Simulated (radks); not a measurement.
Neutral gallium, configuration [Ar] 3d10 4s2 5s1 (not the ground configuration). Method: Dirac Kohn-Sham, AM05, spin-unpolarised, spherical densities, point nucleus; computed with a radial shooting solver on a logarithmic mesh with Libxc functionals.

Unscreened Slater integrals over Kohn-Sham orbitals (cm^-1). Large and small components are both included. Empty in this configuration: 4p1/2.

integral,value
"F0(5s1/2,5s1/2)",27025
"F0(5s1/2,4s1/2)",34338
"G0(5s1/2,4s1/2)",1415.5
"F0(5s1/2,3d5/2)",35965
"G2(5s1/2,3d5/2)",731.93
"F0(5s1/2,3d3/2)",35972
"G2(5s1/2,3d3/2)",723.72
"F0(5s1/2,4p1/2)",33496
"G1(5s1/2,4p1/2)",3534.1
"F0(4s1/2,4s1/2)",89020
"F0(4s1/2,3d5/2)",113630
"G2(4s1/2,3d5/2)",11879
"F0(4s1/2,3d3/2)",113730
"G2(4s1/2,3d3/2)",11689
"F0(4s1/2,4p1/2)",75939
"G1(4s1/2,4p1/2)",47811
"F0(3d5/2,3d5/2)",252930
"F2(3d5/2,3d5/2)",116010
"F4(3d5/2,3d5/2)",71984
"F0(3d5/2,3d3/2)",253880
"F2(3d5/2,3d3/2)",116450
"G2(3d5/2,3d3/2)",116300
"G4(3d5/2,3d3/2)",72175
"F0(3d5/2,4p1/2)",89150
"G3(3d5/2,4p1/2)",5493.7
"F0(3d3/2,3d3/2)",254830
"F2(3d3/2,3d3/2)",116910
"F0(3d3/2,4p1/2)",89199
"G1(3d3/2,4p1/2)",6609.6
"F0(4p1/2,4p1/2)",67289
